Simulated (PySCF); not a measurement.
CH5BFNO, SMILES NB(O)CF. Atoms are numbered in the order given.

```xyz
10

N      1.3731     0.5624     0.0000
B     -0.0290     0.5671     0.0000
O     -0.8189     1.6854     0.0000
C     -0.7786    -0.8320     0.0000
F      0.1242    -1.8856     0.0000
H      1.8577    -0.3260     0.0000
H      1.9756     1.3731     0.0000
H     -0.3279     2.5114     0.0000
H     -1.4333    -0.9264    -0.8855
H     -1.4333    -0.9264     0.8855
```
Charge 0, spin multiplicity 1.

Coordinates come from a PBE0-D3(BJ)/def2-SVP optimisation. This is a generated structure with no PubChem entry under its InChIKey; it may be hypothetical. Other conformers were not sampled.

Two levels are set side by side: PBE/pcSseg-1 (PySCF) and KT2/pcSseg-1 (PySCF). GIAO shifts against BF3 (¹¹B), CFCl3 (¹⁹F), H2O (¹⁷O), NH3 (¹⁵N), TMS (¹H), TMS (¹³C) at the same level; non-relativistic, no solvent, atoms listed together averaged. Differences are taken from unrounded values.

```tsv
quantity	KT2	PBE	PBE minus KT2
δ(¹⁵N) of N1 (ppm)	71.9	77.3	5.4
δ(¹¹B) of B2 (ppm)	16.7	17.6	0.9
δ(¹⁷O) of O3 (ppm)	93.8	102.7	8.9
δ(¹³C) of C4 (ppm)	77.6	81.0	3.4
δ(¹⁹F) of F5 (ppm)	-335.0	-328.8	6.1
δ(¹H) of H8 (ppm)	3.01	3.15	0.14
δ(¹H) of H9, H10 (ppm)	4.68	4.75	0.07
```

Rough cost on one machine, each run with all the roots and properties that it gave: KT2 against PBE within a factor of 2.
